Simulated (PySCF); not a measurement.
**Mayer bond orders and bond lengths**

Species: C7H14Si2.
SMILES with atom numbers: `[CH:1]1=[CH:2][C@H:3]([CH:4]2[CH2:5][CH2:6][CH2:7]2)[SiH2:8][SiH2:9]1` (hydrogens: H10 on C1; H11 on C2; H12 on C3; H13 on C4; H14, H15 on C5; H16, H17 on C6; H18, H19 on C7; H20, H21 on Si8; H22, H23 on Si9)

Cartesian coordinates in Å at the GFN2-xTB level; atoms count from 1:
```
atom  x, y, z in Å
C1     2.5811   -0.1064   -1.0596
C2     1.2945   -0.4358   -1.1149
C3     0.3772   -0.4985    0.0719
C4    -0.8612    0.3516   -0.1923
C5    -1.8432   -0.1400   -1.2766
C6    -3.0063    0.0492   -0.2921
C7    -1.9952    0.2615    0.8445
Si8    1.3174    0.0209    1.6738
Si9    3.3408    0.3150    0.6125
H10    3.1601   -0.0896   -1.9732
H11    0.8251   -0.6767   -2.0648
H12    0.0389   -1.5390    0.1654
H13   -0.5554    1.3860   -0.3689
H14   -1.6856   -1.1842   -1.5440
H15   -1.8875    0.4531   -2.1885
H16   -3.6760   -0.8016   -0.1796
H17   -3.6011    0.9361   -0.5024
H18   -1.8946   -0.6075    1.4923
H19   -2.1487    1.1436    1.4622
H20    1.1831   -1.0515    2.6689
H21    0.6650    1.1983    2.2580
H22    4.4317   -0.6163    0.9314
H23    3.9351    1.6588    0.5861
```

Bond orders from the PBE0/pcSseg-1 density (PySCF). The structure is a single GFN2-xTB conformer in the gas phase; no vibrational or solvent corrections.

(1) How far do the computed orders between heavy atoms stray from the drawn ones?

(2) Set the Mayer orders of the bonds between heavy atoms beside their lengths.

Results:

(1) The largest departure is 0.155, at C3–Si8 (drawn single, 0.845). Drawn single, order below 0.88: C3–Si8 (0.845).

(2) 
```csv
bond,drawn as,length (Å),Mayer order
C1–C2,double,1.329,1.921
C2–C3,single,1.501,1.030
C3–C4,single,1.525,0.950
C4–C5,single,1.543,1.000
C5–C6,single,1.535,1.051
C6–C7,single,1.536,1.049
C3–Si8,single,1.929,0.845
Si8–Si9,single,2.304,0.926
Si9–C1,single,1.884,0.897
C7–C4,single,1.539,1.004
```

Bonds between the same two heavy elements. C–C: lowest C3–C4 (0.950, 1.525 Å), highest C1–C2 (1.921, 1.329 Å); in 5 of the 21 pairs the longer bond (by over 0.003 Å) has the higher order (by 0.02 or more). C–Si: lowest C3–Si8 (0.845, 1.929 Å), highest Si9–C1 (0.897, 1.884 Å).

Q: And the bonds to hydrogen?

A: C–H: 0.92 to 0.96 (10 bonds); H–Si: 0.93 to 0.95 (4 bonds).

Q: Sum the orders of all bonds at each heavy atom with more than one neighbour and set the sums beside the valence in the SMILES.

A: C1 3.751 (drawn 4), C2 3.902 (drawn 4), C3 3.740 (drawn 4), C4 3.892 (drawn 4), C5 3.950 (drawn 4), C6 4.006 (drawn 4), C7 3.948 (drawn 4), Si8 3.666 (drawn 4), Si9 3.690 (drawn 4). Orders between atoms that aren't bonded are not in these sums.

For a closed shell the Mayer order of atoms A and B is Σ (PS)μν (PS)νμ over the basis functions μ on A and ν on B, with P the density and S the overlap matrix.

These values come from a run that also computed NMR shieldings. The run took 75 s (with the writing of density and orbital grids) on Arm Neoverse V2, one thread, shared host with 32 logical CPUs at a one-minute load of 29, and the process peaked at 1.1 GiB of memory.
